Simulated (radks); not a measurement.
All-electron atom: Pm3+ in [Xe] 4f4. Calculated with a radial shooting solver on a logarithmic mesh with Libxc functionals: scalar-relativistic Kohn-Sham, PBE, spin-polarised, spherical densities, finite nucleus; open shells are filled with parallel spins first (spin-orbit coupling, left out, can overturn this in heavy ions); Fermi nuclear charge, rms radius 4.962 fm.

Normalised radial functions P(r) = r R(r), r in bohr:

| r | 4f down |
|---|---|
| 0.000825 | 0.0000 |
| 0.0009452 | 0.0000 |
| 0.001092 | 0.0000 |
| 0.001251 | 0.0000 |
| 0.001433 | 0.0000 |
| 0.001655 | 0.0000 |
| 0.001896 | 0.0000 |
| 0.002189 | 0.0000 |
| 0.002508 | 0.0000 |
| 0.002874 | 0.0000 |
| 0.003319 | 0.0000 |
| 0.003802 | 0.0000 |
| 0.004356 | 0.0000 |
| 0.005031 | 0.0000 |
| 0.005764 | 0.0000 |
| 0.006604 | 0.0000 |
| 0.007626 | 0.0000 |
| 0.008737 | 0.0000 |
| 0.01009 | 0.0000 |
| 0.01156 | 0.0000 |
| 0.01324 | 0.0001 |
| 0.0153 | 0.0001 |
| 0.01752 | 0.0002 |
| 0.02008 | 0.0003 |
| 0.02319 | 0.0005 |
| 0.02657 | 0.0008 |
| 0.03044 | 0.0013 |
| 0.03515 | 0.0021 |
| 0.04027 | 0.0033 |
| 0.04651 | 0.0054 |
| 0.05328 | 0.0085 |
| 0.06104 | 0.0132 |
| 0.0705 | 0.0207 |
| 0.08077 | 0.0312 |
| 0.09254 | 0.0464 |
| 0.1069 | 0.0694 |
| 0.1224 | 0.0996 |
| 0.1414 | 0.1429 |
| 0.162 | 0.1967 |
| 0.1856 | 0.2646 |
| 0.2143 | 0.3524 |
| 0.2456 | 0.4494 |
| 0.2814 | 0.5570 |
| 0.3249 | 0.6764 |
| 0.3723 | 0.7867 |
| 0.4265 | 0.8857 |
| 0.4926 | 0.9673 |
| 0.5643 | 1.0131 |
| 0.6517 | 1.0228 |
| 0.7467 | 0.9955 |
| 0.8554 | 0.9369 |
| 0.9879 | 0.8489 |
| 1.132 | 0.7504 |
| 1.297 | 0.6444 |
| 1.498 | 0.5301 |
| 1.716 | 0.4252 |
| 1.966 | 0.3278 |
| 2.27 | 0.2371 |
| 2.601 | 0.1660 |
| 3.004 | 0.1070 |
| 3.441 | 0.0659 |
| 3.943 | 0.0372 |
| 4.553 | 0.0181 |
| 5.217 | 0.0082 |

4f down (empty): eigenvalue -29.867 eV, 0 radial nodes, <r> = 0.955 bohr, 90 % of the charge inside 1.64 bohr.
